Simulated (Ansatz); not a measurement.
The same path of a periodic cell of 20 atoms, HC₁₈F (surface graphene monolayer, adsorbate HF) was run twice with different band settings. Lost on the way: F19–H20. Made: C3–H20, C8–F19.

The calculation used Ansatz 0.2.0, DFT PBE, scalar-relativistic, plane waves, PAW. Settings: cutoff 420 eV, k mesh 2x2x1, gaussian smearing 0.02 eV, no spin polarisation.

Relaxed end points:

```xyz
20
Lattice="7.3980 0.0000 0.0000 -3.6990 6.4069 0.0000 0.0000 0.0000 12.0000" Properties=species:S:1:pos:R:3
C -0.214 -0.122 0.928
C 1.021 0.591 0.927
C -1.435 2.007 0.937
C -0.213 2.713 0.933
C -2.679 4.135 0.927
C -1.434 4.854 0.927
C 2.265 -0.128 0.927
C 3.484 0.576 0.928
C 1.022 1.999 0.928
C 2.266 2.718 0.927
C -0.214 4.151 0.929
C 1.020 4.862 0.928
C 4.718 -0.137 0.929
C 5.964 0.580 0.931
C 3.484 2.014 0.928
C 4.717 2.728 0.930
C 2.265 4.143 0.928
C 3.484 4.847 0.927
F 6.419 2.165 4.159
H 6.398 2.172 3.221
```

```xyz
20
Lattice="7.3980 0.0000 0.0000 -3.6990 6.4069 0.0000 0.0000 0.0000 12.0000" Properties=species:S:1:pos:R:3
C 0.063 -0.018 0.832
C 1.290 0.685 0.904
C -1.173 2.123 1.268
C 0.095 2.856 0.956
C -2.410 4.264 0.834
C -1.187 4.976 0.904
C 2.500 -0.027 0.969
C 3.764 0.702 1.288
C 1.299 2.141 0.894
C 2.524 2.840 0.823
C 0.078 4.256 0.893
C 1.296 4.967 0.819
C 5.019 -0.015 0.921
C 6.213 0.668 0.927
C 3.769 2.148 0.927
C 4.959 2.841 0.933
C 2.526 4.259 0.779
C 3.757 4.970 0.786
F 3.792 0.713 2.795
H 6.214 2.110 2.387
```

Common settings: spring 5.0 eV/Å²; optimiser quadratic models (default); force threshold 0.05 eV/Å; end points relaxed.

| run | movable images | climbing image | start path | iteration limit |
| --- | --- | --- | --- | --- |
| 1 | 5 | yes | IDPP | 59 |
| 2 | 4 | no | default | 50 |

Problem. What does each run give, and how far can it be trusted?

Solution. Run 1: converged after 25 iterations, highest image 2.820 eV above the first end. Neighbouring images differ by up to 2.4 eV, so the band resolves the path poorly. By the program's own check the climbing image is of a kind that is not told: the force calls were inconclusive, a negative curvature could not be distinguished from the path's own, the only one lies far off the path, or fixed occupations may fill a level only in part (lowest curvatures found: -4.38 and 0.91 eV/Å²).
Run 2: converged after 16 iterations, highest image 2.807 eV above the first end. Neighbouring images differ by up to 2.6 eV, so the band resolves the path poorly. No image climbed, so the highest image needn't sit at the top of the path.
Limits of this set-up: coarse k mesh, slab without dipole correction, no dispersion correction for a molecule that may bind weakly.
